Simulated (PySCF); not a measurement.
## Computed data sheet: `[SiH3]Sc1cn[se]n1`

Compound: C₂H₄N₂SSeSi.
Atom-mapped SMILES: `[SiH3:1][S:2][c:3]1[cH:4][n:5][se:6][n:7]1` (hydrogens: H8, H9, H10 on Si1; H11 on C4)

Structural features include: pyridine-type ring nitrogen and Si–H bond.

PBE0-D3(BJ)/def2-SVP geometry optimisation, gas phase (PySCF):

```
Point group                  : Cs
Rotational constants A, B, C : 2.995, 0.700, 0.571 GHz
```

PBE0/def2-SVPD ground state and vertical TDDFT (core frozen in the response) (PySCF):

```
Dipole moment                                                     : 0.65 D
HOMO energy                                                       : -6.95 eV
LUMO energy                                                       : -2.00 eV
HOMO–LUMO gap                                                     : 4.95 eV
Lowest singlet excitation                                         : 4.20 eV (295 nm, f = 0.134)
Strongest line among the 6 lowest singlet transitions             : S1 at 4.20 eV (295 nm, f = 0.134)
Static isotropic polarisability                                   : 111.3 au
Electronic spatial extent ⟨r²⟩ about the centre of nuclear charge : 1748 bohr²
```

Monoisotopic mass (most abundant isotopes): 195.9030 u.

No computed singlet falls in the visible range (750 to 380 nm, 1.65 to 3.26 eV); S1 lies 0.94 eV above its blue end. The 6 singlets span 4.20 to 5.55 eV, and their oscillator strengths add up to 0.15. S1 lies 0.75 eV below the HOMO–LUMO gap; its leading configuration is HOMO→LUMO, weight 0.97. With B = h/(8π²I), that is 505.379 GHz u Å² over I, the principal moments of inertia are 168.7, 722.5 and 885.0 u Å² (most abundant isotopes). The largest Löwdin shares of the LUMO are 0.25 on N5, 0.21 on N7, 0.19 on Se6 and 0.14 on C4. The polarisability is 16.49 Å³ as a volume (1 au = 0.148185 Å³), or 1.18 au for each of the 94 electrons. A dipole of 0.65 D is allowed in Cs, and pure rotational transitions are dipole-allowed. The dipole matches unit charges of opposite sign 0.13 Å apart (1 e·Å = 4.8032 D).

 Relativistic effects, spin–orbit coupling among them, are left out although an element past zinc is present.

Shape of the structure used: `[SiH3:1][S:2][c:3]1[cH:4][n:5][se:6][n:7]1`: Si1–S2–C3–C4 179°.

One conformer stands for the species.
